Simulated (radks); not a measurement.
Isoelectronic series with 43 electrons, each ion in its NIST ground configuration. All-electron calculation, Dirac Kohn-Sham, PBE, spin-unpolarised, spherical densities, point nucleus; open shells are shared between the two j in proportion to 2j + 1. Program: a radial shooting solver on a logarithmic mesh with Libxc functionals. Total energies (hartree) and mean radii <r> (bohr):

ion    configuration  E (hartree)   4d5/2   4d3/2   4p3/2   4p1/2
Tc      [Kr] 4d5 5s2  -4286.27089   1.733   1.710   1.182   1.152
Ru+         [Kr] 4d7  -4531.27193   1.651   1.629   1.140   1.108
Rh2+        [Kr] 4d7  -4784.03502   1.451   1.435   1.085   1.055
Pd3+        [Kr] 4d7  -5044.57805   1.311   1.298   1.033   1.004
Ag4+        [Kr] 4d7  -5312.91247   1.204   1.192  0.9855  0.9578
Cd5+        [Kr] 4d7  -5589.06031   1.117   1.107  0.9419  0.9151
In6+        [Kr] 4d7  -5873.05031   1.046   1.036  0.9018  0.8758
Sn7+        [Kr] 4d7  -6164.91604  0.9844  0.9756  0.8650  0.8397
Sb8+        [Kr] 4d7  -6464.69484  0.9313  0.9229  0.8312  0.8064
Te9+        [Kr] 4d7  -6772.42725  0.8846  0.8765  0.7999  0.7756
I10+        [Kr] 4d7  -7088.15667  0.8430  0.8352  0.7710  0.7471
Xe11+       [Kr] 4d7  -7411.92913  0.8057  0.7981  0.7441  0.7205
